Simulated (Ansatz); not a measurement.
`C=[C](F)[GaH2]` + `C[SiH3]` → `C[SiH2][GaH2]` + `C=CF` at 700 K and 1 bar (formal exchange of groups at a Ga–C bond).

Gas-phase electronic energies from Ansatz, PBE0-D4/def2-TZVP geometries. CCSD(T)/CBS is the MP2 limit (def2-TZVPP, def2-QZVPP) plus CCSD(T) − MP2 in def2-TZVPP, frozen cores. This one scheme is used for every species. For Ga outer-core shells are correlated without core-valence functions, which leaves a few kJ/mol of doubt a bond. Scalar relativity is left out up to krypton.

```json
{"species": "`C=[C](F)[GaH2]`", "CCSD(T)/CBS energy (Eh)": "-2102.18893", "H − E (kJ/mol)": "187.1", "S (J/(mol·K))": "412.7"}
{"species": "`C[SiH3]`", "CCSD(T)/CBS energy (Eh)": "-330.73916", "H − E (kJ/mol)": "210.8", "S (J/(mol·K))": "332.0"}
{"species": "`C[SiH2][GaH2]`", "CCSD(T)/CBS energy (Eh)": "-2255.26778", "H − E (kJ/mol)": "249.5", "S (J/(mol·K))": "458.1"}
{"species": "`C=CF`", "CCSD(T)/CBS energy (Eh)": "-177.66469", "H − E (kJ/mol)": "155.1", "S (J/(mol·K))": "309.1"}
```

H − E and S are ideal-gas, rigid-rotor, harmonic terms from PBE0-D4/def2-TZVP. 1 Eh = 2625.50 kJ/mol, R = 8.31446 J/(mol·K).

Problem. By hand: ΔE, ΔH, ΔS and ΔG.

Solution. ΔE = (-2255.26778) + (-177.66469) − (-2102.18893) − (-330.73916) = -0.00438 Eh = -11.5 kJ/mol. Δ(H − E) = 249.5 + 155.1 − 187.1 − 210.8 = 6.7, so ΔH = -4.8 kJ/mol. ΔS = 458.1 + 309.1 − 412.7 − 332.0 = 22.5 J/(mol·K). ΔG = -4.8 − 700 × (22.5)/1000 = -20.6 kJ/mol.

Problem. By hand: the equilibrium constant, and the temperature at which ΔG would vanish if ΔH and ΔS stayed fixed.

Solution. log₁₀ K = −ΔG/(RT ln 10) = 1.5. ΔH and −TΔS have one sign here, so there is no such temperature. One of them is within its doubt of zero, so this could turn.

TΔS isn't small against ΔH here. A doubt of 5 kJ/mol in ΔE shifts log₁₀ K by 0.4 here. Modes under 60 cm⁻¹, often nearly free rotors, make the harmonic entropy too high. These are equilibria of isolated gas molecules and say nothing of rates. Largest T1 diagnostic: 0.013 (customary marks: 0.02 for closed shells, 0.045 for open ones).
